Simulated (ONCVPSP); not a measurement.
An all-electron radial function and its pseudo partner (Al (Z = 13))

Columns: radius, all-electron u(r) and pseudo u(r) of the 3p shell (level -2.71 eV) of aluminium in the configuration [Ne] 3s2 3p1; PBE, scalar-relativistic, ONCV scheme, ONCVPSP 4.0.1.

```json
{"r (bohr)": "0.148", "all-electron": "-0.1204", "pseudo": "0.0053"}
{"r (bohr)": "0.295", "all-electron": "-0.2073", "pseudo": "0.0209"}
{"r (bohr)": "0.443", "all-electron": "-0.2011", "pseudo": "0.0463"}
{"r (bohr)": "0.590", "all-electron": "-0.1386", "pseudo": "0.0801"}
{"r (bohr)": "0.738", "all-electron": "-0.0507", "pseudo": "0.1214"}
{"r (bohr)": "0.885", "all-electron": "0.0431", "pseudo": "0.1676"}
{"r (bohr)": "1.033", "all-electron": "0.1344", "pseudo": "0.2175"}
{"r (bohr)": "1.180", "all-electron": "0.2173", "pseudo": "0.2684"}
{"r (bohr)": "1.328", "all-electron": "0.2911", "pseudo": "0.3191"}
{"r (bohr)": "1.475", "all-electron": "0.3543", "pseudo": "0.3671"}
{"r (bohr)": "1.623", "all-electron": "0.4084", "pseudo": "0.4118"}
{"r (bohr)": "1.770", "all-electron": "0.4531", "pseudo": "0.4513"}
{"r (bohr)": "1.918", "all-electron": "0.4891", "pseudo": "0.4854"}
{"r (bohr)": "2.065", "all-electron": "0.5164", "pseudo": "0.5128"}
{"r (bohr)": "2.213", "all-electron": "0.5363", "pseudo": "0.5338"}
{"r (bohr)": "2.360", "all-electron": "0.5492", "pseudo": "0.5478"}
{"r (bohr)": "2.508", "all-electron": "0.5563", "pseudo": "0.5557"}
{"r (bohr)": "2.655", "all-electron": "0.5581", "pseudo": "0.5580"}
{"r (bohr)": "2.802", "all-electron": "0.5556", "pseudo": "0.5555"}
{"r (bohr)": "2.950", "all-electron": "0.5493", "pseudo": "0.5493"}
{"r (bohr)": "3.098", "all-electron": "0.5400", "pseudo": "0.5400"}
{"r (bohr)": "3.245", "all-electron": "0.5283", "pseudo": "0.5283"}
{"r (bohr)": "3.393", "all-electron": "0.5147", "pseudo": "0.5147"}
{"r (bohr)": "3.540", "all-electron": "0.4996", "pseudo": "0.4996"}
{"r (bohr)": "3.688", "all-electron": "0.4833", "pseudo": "0.4833"}
{"r (bohr)": "3.835", "all-electron": "0.4664", "pseudo": "0.4664"}
```

Question: How many radial nodes do the two functions have?

Answer: The all-electron 3p function has n − l − 1 = 1; the pseudo-wave has 0, since the states of the same l below it are removed with the core.

Question: At about which radius was the pseudo-wave matched?

Answer: 2.95 bohr. The columns agree to 0.0005 from 2.65 bohr on; several derivatives are matched, so the curves merge somewhat inside the radius.

Question: Is the pseudo-wave norm-conserving?

Answer: Yes: the ONCV scheme keeps the norm inside the radius equal to the all-electron one, which fixes the energy derivative of the logarithmic derivative at the level.
